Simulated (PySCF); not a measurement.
NiCl: from constants to spectrum

LDA constants of NiCl, ²Π (doublet), unpaired electrons π ↑ (Ni def2-TZVPPD, Cl def2-TZVPPD; no relativity (PySCF 2.14); masses 57.9353 and 34.9689 u):

```
ωe              : 460.6 cm⁻¹
ωexe            : 1.81 cm⁻¹
Be              : 0.19527 cm⁻¹
αe              : 0.00109 cm⁻¹
D (centrifugal) : 1.4e-07 cm⁻¹
```

(1) Give the vibrational terms G(v) and spacings up to v = 6.

De is left out where the level can put another filling of the metal’s s and d shells below the measured ground configuration, by anything from nothing to about 1 eV. Counting both spins, an empty level lies below a filled one in this solution, because spin and occupation are held. With d or f electrons several states lie close, and the lowest PBE0 determinant need not be the measured ground state.

Answers

(1) G(v) = ωe(v+½) − ωexe(v+½)².

```csv
v,G(v) (cm⁻¹),G(v) − G(v−1),Bv (cm⁻¹)
0,229.8,,0.1947
1,686.8,457.0,0.1936
2,1140.2,453.4,0.1925
3,1589.9,449.7,0.1915
4,2036.0,446.1,0.1904
5,2478.5,442.5,0.1893
6,2917.4,438.9,0.1882
```
